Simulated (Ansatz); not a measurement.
Reaction (atomization): `CC[CH2][SnH3]` → 3 C• + 10 H• + Sn•

Gas-phase electronic energies from Ansatz, PBE0-D4/def2-TZVP geometries. CCSD(T)/CBS adds triple-zeta CCSD(T) − MP2 to the extrapolated MP2 energy (def2 sets, frozen cores). This one scheme is used for every species, atoms too. DFT in def2-TZVPP. B3LYP here is the variant with VWN-RPA as its local correlation; programs differ in this. No spin–orbit coupling; open shells (•) take unrestricted orbitals. Spin–orbit coupling would lower the free atoms: a little for C; strongly for Sn. Elements past krypton have def2 core potentials. Bonds to Sn are less sure, by a few kJ/mol each and by 10 to 20 or more in all where they break to atoms, as the def2 sets lack core-valence functions. Each species was taken in one conformer, which may not be the lowest.

`CC[CH2][SnH3]`:

```xyz
14

C     1.014    0.080   -1.905
C     0.620   -0.367   -0.505
C    -0.489    0.488    0.092
Sn   -1.069   -0.126    2.068
H     1.812   -0.545   -2.315
H     0.162    0.026   -2.587
H     1.369    1.114   -1.900
H     0.305   -1.416   -0.536
H     1.502   -0.338    0.145
H    -1.383    0.457   -0.537
H    -0.182    1.536    0.150
H     0.276   -0.028    3.122
H    -1.614   -1.747    2.032
H    -2.322    0.866    2.677
```

```json
{"level": "r2SCAN-D4", "ΔE (kJ/mol)": "4801.3"}
{"level": "B3LYP-D4", "ΔE (kJ/mol)": "4801.0"}
{"level": "HF/def2-TZVPP", "ΔE (kJ/mol)": "3616.5"}
{"level": "MP2/def2-TZVPP", "ΔE (kJ/mol)": "4705.7"}
```

What does CCSD(T)/CBS give? (Best estimate.)

Ansatz gave: +4819.7 kJ/mol. The listed levels differ from it by -18.4, -18.7, -1203.2, -114.0 kJ/mol.

Largest T1 diagnostic among the species: 0.011.

The D4 term adds +41.0 kJ/mol with B3LYP and +21.7 kJ/mol with PBE0; it sums over pairs of atoms, weighted by their polarisabilities, and B3LYP, whose exchange is more repulsive, gets the larger term. From PBE to PBE0 (25 % exact exchange), in def2-TZVPP and without D4, ΔE moves by −29.9 kJ/mol: exact exchange takes away binding that semilocal exchange gives to molecules. In def2-TZVPP, CCSD(T) changes the Hartree–Fock value by +1106.7 kJ/mol (the triples alone add +51.1 kJ/mol) and MP2 by +1089.2 kJ/mol; breaking electron pairs costs correlation energy, which Hartree–Fock lacks.

For atomizations the MP2-based limit and the directly extrapolated one differ by several kJ/mol either way, and by 10 to 25 for some Ge, Se and Sn compounds, so smaller differences from it don't rank the levels.
